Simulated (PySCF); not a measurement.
# Electron correlation in Al⁺ (aluminium, charge +1)

[Ne] 3s2, closed-shell 1S. Calculation: PySCF 2.14, in aug-cc-pCVTZ-DK with one added diffuse shell each of s, p, d, f type (9s8p6d4f, 91 functions); scalar relativity by spin-free X2C-1e. Frozen: 1s2; 10 electrons correlated.

| level | correlation energy (mhartree) |
| --- | --- |
| CCSD | -322.82 |
| (T) | -3.37 |
| CCSD(T) | -326.19 |

Diagnostics: T1 = 0.0066, D1 = 0.0202, largest double amplitude 0.101.

Cost of the coupled-cluster step: of the order of 18 core-seconds, for 10 correlated electrons.
